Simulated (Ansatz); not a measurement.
Cost and result up the ladder for n-GeGeGeSiGeGeH14 (SiGe5H14) (20 atoms). The state is a singlet with charge 0. Geometry: PBE-D4/def2-SVP.

Cartesian coordinates in Å:
```
Ge 0.2965 2.2989 1.4589
Ge 0.9872 1.8329 -0.8346
Ge 2.3308 -0.2062 -0.8738
Si 1.0694 -1.9627 0.1568
Ge -1.1316 -2.0303 -0.7979
Ge -2.6926 -0.5161 0.3102
H -0.1539 0.9836 2.1496
H -0.8794 3.3100 1.5096
H 1.4932 2.8805 2.2596
H -0.2644 1.6137 -1.7309
H 1.7786 3.0410 -1.4103
H 2.6650 -0.5996 -2.3418
H 3.6724 0.0346 -0.1235
H 1.7555 -3.2922 -0.0328
H 0.9601 -1.7005 1.6374
H -1.0513 -1.6651 -2.3085
H -1.7115 -3.4714 -0.7017
H -2.3151 0.9660 0.0482
H -2.6747 -0.7646 1.8416
H -4.1342 -0.7526 -0.2160
```

Ansatz on 4 threads of Arm Neoverse V1 on a shared host. Times are rough, and most runs start from the orbitals of an earlier one. ωB97M-V/def2-TZVP serves as the yardstick here, not as an exact answer. Differences are given only for rows in sets of like size (and for xTB, whose basis is part of the method), since another set adds its own error. Binding counts from free atoms at the same level (Ge triplet, Si triplet, H doublet; other spins of the atoms weren't run), without zero-point energy or a counterpoise term.

Correlated methods freeze 50 core orbitals; core or outer-core shells of Ge are correlated, in sets that lack core-valence functions. The rows differ in basis, and correlated rows in double-zeta sets carry the largest basis error.

Correlated methods converge slowly with the basis, most of all in double-zeta sets.

```tsv
level	functions	wall time	binding energy per atom (eV)	difference from ωB97M-V/def2-TZVP (eV)
PBE-D4/def2-SVP	248	6 s	2.72	–
PBE-D4/def2-TZVP	361	9.5 s	2.72	-0.01
PBE0-D4/def2-SVP	248	13 s	2.72	–
MP2/def2-SVP	248	16 s	2.55	–
r2SCAN-D4/def2-TZVP	361	20 s	2.77	0.04
PBE0-D4/def2-TZVP	361	31 s	2.72	-0.01
ωB97M-V/def2-TZVP (with forces)	361	74 s	2.73	0.00
```
